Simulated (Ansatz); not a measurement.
Cost and result for the atomization energy of `FB1B[SiH2]1` (7 atoms, 7 bonds).

```json
{"atom": "F1", "x (Å)": "-0.428", "y (Å)": "2.302", "z (Å)": "0.753"}
{"atom": "B2", "x (Å)": "-0.224", "y (Å)": "1.056", "z (Å)": "0.928"}
{"atom": "B3", "x (Å)": "0.033", "y (Å)": "-0.458", "z (Å)": "0.954"}
{"atom": "Si4", "x (Å)": "0.135", "y (Å)": "-0.544", "z (Å)": "-0.898"}
{"atom": "H5", "x (Å)": "0.139", "y (Å)": "-1.313", "z (Å)": "1.768"}
{"atom": "H6", "x (Å)": "0.377", "y (Å)": "-1.721", "z (Å)": "-1.775"}
{"atom": "H7", "x (Å)": "-0.033", "y (Å)": "0.678", "z (Å)": "-1.731"}
```

Charge 0, multiplicity 1. Geometry: relaxed with PBE0-D4/def2-TZVP. Program: Ansatz. All runs use 2 threads of an Arm Neoverse V1 on a shared host. Times are those of one run each, without the atoms' runs, and a repeat can differ threefold. Electronic energies, without spin–orbit coupling; frozen cores. CCSD(T)/CBS adds CCSD(T) − MP2 in def2-TZVPP to the MP2 limit, and its time is that of the two runs behind it. T1 = 0.016; the RHF reference is unstable towards UHF. B3LYP takes the VWN-RPA correlation (the form of Gaussian; ORCA's B3LYP/G).

CCSD(T)/CBS is a level of theory with its own doubt, some kJ/mol a heavy atom from the limit and from the frozen cores, so smaller differences don't rank the functionals.

```tsv
level	functions	wall time	atomization (kcal/mol)	difference from CCSD(T)/CBS	per bond
CCSD(T)/def2-SVP	75	1.6 s	542.3	-28.0	-4.0
LDA (SPW92)/def2-TZVPP	177	1.6 s	663.9	93.6	13.4
revPBE-D4/def2-TZVPP	177	1.6 s	576.5	6.2	0.9
CAM-B3LYP-D4/def2-TZVPP	177	2.7 s	576.6	6.3	0.9
B3LYP-D4/def2-TZVPP (with forces)	177	3 s	576.8	6.5	0.9
B2PLYP/def2-TZVPP	177	4.6 s	570.4	0.1	0.0
PBE-QIDH/def2-TZVPP	177	4.9 s	573.2	2.9	0.4
B97M-V/def2-TZVPP	177	7 s	587.6	17.3	2.5
ωB97X-V/def2-TZVPP	177	7 s	574.1	3.8	0.5
ωB97M-V/def2-TZVPP (with forces)	177	9 s	577.3	7.0	1.0
MP2/def2-QZVPP	331	14 s	579.7	9.4	1.3
CCSD(T)/def2-TZVPP	177	30 s	556.8	-13.5	-1.9
CCSD(T)/CBS(def2)	–	44 s	570.3	0.0	0.0
```

From r2SCAN to r2SCAN0 (25 % exact exchange), in def2-TZVPP and without D4, the atomization energy moves by −12.5 kcal/mol: exact exchange takes away binding that semilocal exchange gives to molecules. At CCSD(T), def2-SVP lies −27.9 kcal/mol from the extrapolated value and def2-TZVPP −13.5 kcal/mol: correlation converges slowly with the basis, and small sets miss more of it in the bonded molecule than in its fragments. The D4 term adds +5.2 kcal/mol with B3LYP and +2.6 kcal/mol with PBE0; it sums over pairs of atoms, weighted by their polarisabilities, and B3LYP, whose exchange is more repulsive, gets the larger term.
